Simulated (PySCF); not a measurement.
This PySCF input asks for the NMR shieldings of `c1csc(-c2cccs2)c1`, C8H6S2; the geometry comes from GFN2-xTB.

```python
import basis_set_exchange as bse
import numpy as np
from pyscf import gto, dft
from pyscf.prop import nmr

atoms = """
C     2.847761    0.831262   -0.463019
C     3.139386   -0.186339    0.387968
S     1.727225   -0.989935    0.949202
C     0.710440    0.070949    0.014120
C    -0.710791   -0.071102    0.032855
C    -1.467277   -0.979973    0.724777
C    -2.849668   -0.829702    0.505448
C    -3.138806    0.187396   -0.347130
S    -1.724642    0.989100   -0.905983
C     1.464863    0.981076   -0.678524
H     3.593675    1.454743   -0.922618
H     4.099764   -0.520761    0.726294
H    -1.035436   -1.726864    1.367208
H    -3.597162   -1.452524    0.963353
H    -4.098164    0.522469   -0.687982
H     1.031233    1.729148   -1.318332
"""
names = dict.fromkeys(["C", "S", "H"], "pcSseg-1")
basis = {el: gto.basis.parse(bse.get_basis(n, elements=[el], fmt="nwchem")) for el, n in names.items()}
mol = gto.M(atom=atoms, basis=basis, charge=0, verbose=0)
mf = dft.RKS(mol, xc="PBE0")
mf.grids.level = 2
mf.grids.alignment = dft.numint.BLKSIZE   # the property module wants whole blocks of grid points
mf.conv_tol = 1e-9
mf.kernel()

calc = nmr.RKS(mf)   # GIAO
C = mf.mo_coeff
Co = C[:, mf.mo_occ > 0]
resp = mf.gen_response(singlet=True, hermi=2)
def vind(x):   # induced exchange potential for any number of trial vectors
    d = np.einsum("pi,xij,qj->xpq", C, 2 * x.reshape(-1, C.shape[1], Co.shape[1]), Co, optimize=True)
    return np.einsum("xpq,pi,qj->xij", resp(d - d.transpose(0, 2, 1)), C, Co, optimize=True).ravel()
mo1, _ = nmr.rhf.solve_mo1(calc, with_cphf=vind)
sigma = calc.kernel(mo1)
for i, s in enumerate(sigma):   # ppm
    w = np.linalg.eigvalsh((s + s.T) / 2)
    print("%2d %-2s iso %8.1f  s11 %8.1f  s22 %8.1f  s33 %8.1f" % (i, mol.atom_pure_symbol(i), w.mean(), *w))
```

Problem. Give the expected output.

Solution. 
```
 0 C  iso     55.1  s11    -25.8  s22     42.5  s33    148.6
 1 C  iso     55.5  s11    -34.8  s22     60.4  s33    140.9
 2 S  iso    287.9  s11    149.1  s22    320.8  s33    393.9
 3 C  iso     38.1  s11    -28.5  s22     23.1  s33    119.8
 4 C  iso     38.1  s11    -28.6  s22     23.1  s33    119.8
 5 C  iso     60.0  s11    -12.0  s22     48.5  s33    143.6
 6 C  iso     55.1  s11    -25.8  s22     42.5  s33    148.5
 7 C  iso     55.5  s11    -34.8  s22     60.3  s33    141.0
 8 S  iso    287.8  s11    149.0  s22    320.9  s33    393.4
 9 C  iso     60.0  s11    -12.1  s22     48.5  s33    143.5
10 H  iso     24.7  s11     21.5  s22     24.9  s33     27.6
11 H  iso     24.7  s11     21.7  s22     24.9  s33     27.6
12 H  iso     24.3  s11     19.6  s22     24.7  s33     28.5
13 H  iso     24.7  s11     21.5  s22     24.9  s33     27.6
14 H  iso     24.7  s11     21.7  s22     24.9  s33     27.6
15 H  iso     24.3  s11     19.6  s22     24.7  s33     28.6
```

These numbers come from an equivalent density-fitted implementation of the same equations, which agrees with the script to about 0.01 ppm for H and up to a few tenths of a ppm for heavy atoms, so last digits may differ.

Problem. Turn these shieldings into chemical shifts. Chemical shifts δ = σref − σ; ¹³C (σ = 186.93 ppm) and ¹H (σ = 31.72 ppm) vs TMS; ³³S (σ = 503.73 ppm) vs CS2, all at this level.

Solution. Averaging equivalent atoms: C 3/4: 148.8; C 0/6: 131.8; C 1/7: 131.4; C 5/9: 126.9; S 2/8: 216; H 12/15: 7.43; H 10/13: 7.05; H 11/14: 6.99 ppm. 

Size and cost of the density-fitted run: 214 basis functions, 36 s wall time on 1 thread of an Arm Neoverse V1, shared host.
